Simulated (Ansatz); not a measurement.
Geometry optimisation, Ansatz 0.2.0, UKS PBE-D4/6-31G*.

Input file:

```yaml
crystal:
  periodic: [false, false, false]
  atoms:
    - { symbol: "N", position_ang: [1.2356, 1.2264, 0.455] }
    - { symbol: Si, position_ang: [0.2992, -0.1248, 0.922] }
    - { symbol: C, position_ang: [-0.8534, -0.7891, -0.4748] }
    - { symbol: O, position_ang: [-1.4362, -1.7691, -0.2667] }
    - { symbol: O, position_ang: [-0.844, -0.1663, -1.6801] }
    - { symbol: H, position_ang: [0.5181, 1.9889, 0.1324] }
    - { symbol: H, position_ang: [1.7492, 1.0315, -0.3839] }
    - { symbol: H, position_ang: [1.3694, -1.0942, 1.3209] }
    - { symbol: H, position_ang: [-0.4724, 0.3222, 2.1524] }
    - { symbol: H, position_ang: [-1.4824, -0.6768, -2.1742] }
magnetization:
  spin_polarized: true
basis:
  gaussian: { orbitals: "6-31G*" }
hamiltonian:
  xc: pbe
  dispersion: d4
relax:
  f_tol: 0.02
  max_steps: 50
output:
  orbitals: {}
```

Launched with:

```bash
$ ansatz run input.yaml --threads 2 --pin off --max-ram 3072MiB --backend cpu --events-out ev --progress --plain --runs-dir out
```

**Question.** Where does it end, and by what steps?

**Answer.** The run converged. After 7 steps the energy has fallen by 0.639 eV; H6 moved furthest, 0.31 Å.

```
step  energy less start (eV)  largest force component (eV/Å)  accepted
   0                  0.0000                           5.508       yes
   1                 -0.5700                           0.908       yes
   2                 -0.6020                           0.724       yes
   3                 -0.6263                           0.438       yes
   4                 -0.6295                           0.402       yes
   5                 -0.6373                           0.075       yes
   6                 -0.6385                           0.032       yes
   7                 -0.6390                           0.011       yes
```

```xyz
10
Properties=species:S:1:pos:R:3
N 1.239 1.330 0.422
Si 0.324 -0.082 0.862
C -0.870 -0.887 -0.437
O -1.536 -1.885 -0.196
O -0.916 -0.252 -1.649
H 0.720 2.192 0.249
H 1.964 1.218 -0.289
H 1.279 -1.177 1.218
H -0.561 0.265 2.017
H -1.560 -0.773 -2.193
```

Whether the end is a true minimum wasn't checked by a vibrational analysis.

Time of the run: 15 s on 2 threads of Intel(R) Xeon(R) Platinum 8488C (Sapphire Rapids), with other jobs on the host, peak memory 0.2 GiB.
